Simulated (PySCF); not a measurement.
**Worked example: dipole moment from atomic charges**

SeBr2, SMILES Br[Se]Br. Atoms are numbered in the order given.

```xyz
3

Se     0.0000     0.0000     0.9737
Br     0.0000     1.8088    -0.4729
Br     0.0000    -1.8088    -0.4729
```
Charge 0, spin multiplicity 1.

Coordinates come from a PBE0-D3(BJ)/def2-SVP optimisation.

Charges (e) from PBE/def2-TZVPD (PySCF):

| atom | ESP fit | IAO |
|---|---|---|
| Se1 | 0.077 | 0.195 |
| Br2 | -0.038 | -0.097 |
| Br3 | -0.038 | -0.097 |

The dipole moment of the full density is 0.56 D.

### Question
What dipole moment does each set of point charges give, and which comes closer to that of the density?

### Answer

μ = Σ q r, and 1 e Å = 4.8032 D.
ESP fit: Σ q r = (0.000, 0.000, 0.111) e Å, |μ| = 0.53 D.
IAO: Σ q r = (0.000, 0.000, 0.282) e Å, |μ| = 1.35 D.
ESP fit comes closer in size. Point charges leave out the atoms' own dipoles (lone pairs, polarised bonds); fits to the potential absorb them, partitions of the density don't.
